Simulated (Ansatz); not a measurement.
Input for Ansatz (a quantum-chemistry and plane-wave program): R-revPBE/def2-TZVPP on CH4GeO2 (SMILES C[O][Ge][OH]).

Ansatz 0.2 input:
```yaml
crystal:
  periodic: [false, false, false]
  atoms:
    - {symbol: C, position_ang: [-1.24508367, 0.46311904, -0.11281790]}
    - {symbol: O, position_ang: [0.14335790, 0.19681258, -0.01669021]}
    - {symbol: Ge, position_ang: [0.81295055, -1.39728387, 0.51137707]}
    - {symbol: O, position_ang: [2.52792372, -0.90739299, 0.36112363]}
    - {symbol: H, position_ang: [-1.50492222, 1.29628661, 0.54481798]}
    - {symbol: H, position_ang: [-1.49473431, 0.74153773, -1.13962594]}
    - {symbol: H, position_ang: [-1.86049860, -0.40036112, 0.16783939]}
    - {symbol: H, position_ang: [2.62100662, 0.00728202, 0.06113180]}
basis:
  gaussian:
    orbitals: def2-TZVPP
hamiltonian:
  xc: {name: revPBE}
scf: {lower_state_search: off}
```

Program output:

```
WARN ansatz: RAYON_NUM_THREADS=1 ignored (pool sized by the plan → 1); use --threads N
Functional definition: revPBE
these checks for a lower state are left out or cut short: stability, starts, cluster_reference, orbital_swaps, neighbouring_geometries, increment
integrals: 0.10 GiB planned
1076 factors; their error is unknown
mean field: 0.74 GiB planned
mean field evaluation 1: about -61697.1690 eV, gradient 9.1e1 eV
mean field evaluation 2: about -61597.7266 eV, gradient 2.2e2 eV
mean field evaluation 4: about -61710.9387 eV, gradient 2.4e1 eV
mean field evaluation 8: about -61711.9558 eV, gradient 2.6e-1 eV
mean field evaluation 16: about -61711.9408 eV, gradient 4.4e-4 eV
mean field -61711.94080426 eV, -2267.8719947006 hartree, gradient 5.1e-6 eV, S^2 0.000000; 0 other end points of the search recorded, 0 dependent functions left out
reference -61711.94085011 eV, -2267.8719963856 hartree; 29, 29 occupied and 168, 168 virtual orbitals, 1076 factors
Total energy: -61711.94085011 eV, -2267.8719963856 hartree
Checks for a lower state left out: stability, starts, cluster_reference, orbital_swaps, neighbouring_geometries, increment
```

The run converged.

Cost: very roughly 2.2 core-seconds.
